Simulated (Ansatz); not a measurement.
Molecule: sum formula SiN$_{2}$H$_{3}$Br$_{2}$, net charge -1, singlet state. It need not be the lowest isomer of its formula. Whether it binds its extra electron was not tested at this geometry. 
Coordinates optimised at B3LYP-D3(BJ)/def2-TZVP (Ansatz, an electronic-structure program):
```
Si
N 1 1.6112
H 2 1.0110 1 118.46
N 1 1.7299 2 114.37 3 -166.12
H 4 1.0094 1 115.75 2 -178.75
H 4 1.0111 5 110.37 1 130.47
Br 1 2.3596 2 121.16 3 75.25
Br 1 2.3946 2 115.76 3 -42.69
```
Charge -1, spin multiplicity 1.

Basis-set convergence of Hartree-Fock and MP2 correlation energies (hartree) with Ansatz. Cores are frozen in the correlated levels unless marked. Spin-orbit coupling is left out. Frozen are the shells of the preceding noble gas and the d and f shells that filled before the atom's block. No relativistic terms. This anion needs diffuse functions, which these sets lack.

```csv
basis,functions,E(HF),"E(corr, MP2)"
def2-SVP,125,-5543.75767,-0.67729
def2-TZVPP,242,-5544.64656,-0.87949
def2-QZVPP,452,…,…
```

Task: What belongs in the gaps?

Result: 
- def2-QZVPP, E(HF): -5544.76180
- def2-QZVPP, E(corr, MP2): -0.95866
